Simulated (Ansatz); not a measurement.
Tl3⁺: single points at one geometry.

```yaml
crystal:
  periodic: [false, false, false]
  atoms:
    - {symbol: Tl, position_ang: [-0.009246, 0.000146, -0.016443]}
    - {symbol: Tl, position_ang: [1.692483, 2.067775, -0.921943]}
    - {symbol: Tl, position_ang: [-1.683246, -2.067920, 0.938386]}
basis:
  gaussian: {orbitals: def2-TZVP, initial_orbitals: start.molden}
total_charge: 1
magnetization: {spin_polarized: true, initial_magnetization: 4}
hamiltonian: {xc: hse06, dispersion: d4}
scf: {omitted_lower_state_checks: [starts]}
output: {orbitals: {seedname: orbitals}}
```

The file start.molden holds the orbitals of an earlier run on this structure, at another level or in another basis.

```sh
$ ansatz run in.yaml --threads 4 --pin off --events-out ev --progress --plain --max-ram 3916MiB
```

Output, abridged:

```
Functional definition: HSE06
1377 factors; their error is unknown
83 factors; integrals over basis functions are off by at most 3.9e-6 eV
mean field evaluation 1: about -14074.4011 eV, gradient 2.3e-1 eV
mean field evaluation 2: about -14074.4022 eV, gradient 2.4e-3 eV
mean field evaluation 4: about -14074.5625 eV, gradient 5.2e-5 eV
mean field evaluation 8: about -14074.5625 eV, gradient 1.1e-5 eV
mean field -14074.56249852 eV, -517.2306317394 hartree, gradient 1.1e-5 eV, S^2 6.007371; 0 other end points of the search recorded, 0 dependent functions left out
reference -14074.56256146 eV, -517.2306340524 hartree; 33, 29 occupied and 117, 121 virtual orbitals, 1377 factors
Total energy: -14074.65842916 eV, -517.2341571254 hartree
Checks for a lower state left out: starts
```

It took 3.5 s on 4 threads of Arm Neoverse V1 on a shared host.

The first input with `hamiltonian: {xc: r2scan, dispersion: d4}` (abridged; 4.6 s):

```
Functional definition: r2SCAN
mean field -14081.24871657 eV, -517.4763457209 hartree, gradient 1.3e-5 eV, S^2 6.012913
Total energy: -14081.26727395 eV, -517.4770276919 hartree
Checks for a lower state left out: starts
```

First input, but with `hamiltonian: {xc: {name: PBE-QIDH}}` and without the key `output` (abridged; 4.8 s):

```
Functional definition: PBE-QIDH
mean field -14045.60609757 eV, -516.1665036320 hartree, gradient 2.7e-6 eV, S^2 6.026978
12 core orbitals not correlated: weight in the atoms' cores, before any rotation towards them, 1.000 or more for the frozen orbitals, at most 0.000 for the correlated occupied ones
second order -30.94401023 eV of doubles, -0.00000000 eV of singles
Total energy: -14055.92078660 eV, -516.5455614622 hartree
Checks for a lower state left out: starts
```

First input, but with `hamiltonian: {xc: {text: "exchange = 0.85*pbe_x + 0.15*exact_x\ncorrelation = pbe_c"}}` (abridged; 3 s):

```
Functional definition: unnamed
mean field -14075.75547609 eV, -517.2744728566 hartree, gradient 1.1e-5 eV, S^2 6.005634
Total energy: -14075.75552959 eV, -517.2744748226 hartree
Checks for a lower state left out: starts
```

As the first input, with `hamiltonian: {xc: {text: "exchange = 0.90*pbe_x + 0.10*exact_x\ncorrelation = pbe_c"}}` (abridged; 2.9 s):

```
Functional definition: unnamed
mean field -14076.36614452 eV, -517.2969145074 hartree, gradient 1.1e-5 eV, S^2 6.004858
Total energy: -14076.36620115 eV, -517.2969165884 hartree
Checks for a lower state left out: starts
```

The first input with `hamiltonian: {xc: {text: "exchange = 0.65*pbe_x + 0.35*exact_x\ncorrelation = pbe_c"}}` (abridged; 3.9 s):

```
Functional definition: unnamed
mean field -14073.41147730 eV, -517.1883324899 hartree, gradient 2.3e-5 eV, S^2 6.010248
Total energy: -14073.41151814 eV, -517.1883339906 hartree
Checks for a lower state left out: starts
```

The first input with `hamiltonian: {xc: {name: B3LYP}, dispersion: d4}` (abridged; 3.6 s):

```
Functional definition: B3LYP
mean field -14079.63895152 eV, -517.4171879462 hartree, gradient 1.2e-5 eV, S^2 6.004084
Total energy: -14079.81583681 eV, -517.4236883610 hartree
Checks for a lower state left out: starts
```

Geometry: PBE-D4/def2-SVP.

In the def2 sets Tl takes a core potential; there is no spin–orbit coupling. B3LYP takes the VWN-RPA correlation. HSE06 is defined as in plane-wave codes, on full-range PBE exchange. Correlated methods freeze 12 core orbitals; core or outer-core shells of Tl are correlated, in sets that lack core-valence functions. At PBE0-D4/def2-TZVP a triplet of charge 1 lies 4.42 eV below the quintet, each at its own geometry. The structure comes from a short search, and lower isomers may exist.
